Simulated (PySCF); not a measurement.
**Electronic absorption of C3H11NSi2**

C3H11NSi2.
Structure used (PBE0-D3(BJ)/def2-SVP), in Å, numbered top down from 1:
```xyz
17
C3H11NSi2 angstrom
Si    -0.9998    1.9356   -0.1681
N     -0.6579    0.2666    0.2289
Si    -1.8504   -0.9431    0.6479
C      0.7170   -0.0570    0.5235
C      1.3706   -1.2377   -0.1367
C      1.7797    0.1543   -0.5180
H     -0.3548    2.3350   -1.4571
H     -0.4870    2.8626    0.8912
H     -2.4784    2.0869   -0.2888
H     -3.2014   -0.3778    0.3656
H     -1.6613   -2.1929   -0.1509
H     -1.7608   -1.3200    2.0952
H      1.0269    0.1373    1.5607
H      2.0566   -1.8467    0.4572
H      0.7735   -1.7953   -0.8626
H      1.4536    0.5185   -1.4954
H      2.7532    0.5282   -0.1912
```

Level of theory: TDDFT wB97X-D/def2-SVPD, vertical, gas phase, core orbitals frozen in the response in PySCF 2.14.0, density-fitted response routines.

```csv
state,λ (nm),E (eV),f,"main configurations (H = HOMO, L = LUMO)"
S1,193.1,6.42,0.0019,"H→L (68%), H→L+1 (26%)"
S2,178.4,6.95,0.030,"H→L+1 (50%), H→L (20%), H→L+3 (9%)"
S3,165.7,7.48,0.018,"H→L+3 (75%), H→L+6 (12%)"
S4,162.9,7.61,0.015,"H→L+6 (40%), H→L+5 (33%), H→L+1 (11%)"
S5,162.5,7.63,0.0026,H→L+4 (79%)
S6,162.1,7.65,0.0019,"H→L+2 (78%), H→L+8 (9%)"
S7,156.4,7.93,0.029,"H→L+7 (67%), H→L+5 (19%)"
S8,154.9,8.00,0.035,"H-1→L (71%), H-1→L+1 (19%)"
S9,151.4,8.19,0.0046,"H→L+8 (68%), H→L+2 (10%)"
S10,150.4,8.24,0.031,"H→L+6 (31%), H→L+5 (21%), H→L+7 (14%)"
```

Triplets (Tamm–Dancoff): T1 6.18 eV, H→L (50%), H→L+1 (41%); T2 6.78 eV, H→L+1 (33%), H→L (31%), H→L+3 (17%); T3 7.07 eV, H→L+3 (55%), H→L+6 (26%); T4 7.45 eV, H→L+4 (63%).

The lowest singlet comes at 193 nm (619 kJ/mol) in the vacuum ultraviolet; it is very weak; its leading configuration is HOMO→LUMO (68%). The most intense listed level is S8 at 8.00 eV (155 nm, f = 0.035), 1.58 eV above S1. Löwdin shares by element: HOMO nitrogen 48%, silicon 16%, carbon 7% or more (atoms not listed hold the other 29%); LUMO silicon 51%, hydrogen 10% or more (atoms not listed hold the other 39%). Of the 10 states listed, 6 reach f = 0.01 and none stays under 0.0005. The oscillator strengths of these states sum to 0.169; summed over the whole spectrum of an exact calculation they would give the number of electrons, 64 (Thomas–Reiche–Kuhn). Orbital energies (eV): HOMO-3 -11.17, HOMO-2 -10.82, HOMO-1 -10.07, HOMO -8.90, LUMO 2.00, LUMO+1 2.11, LUMO+2 2.54. The vertical ionisation energy (ΔSCF) is 8.89 eV, 0.65 eV above S10. The window holds the lowest 10 singlets.

One conformer stands for the species.
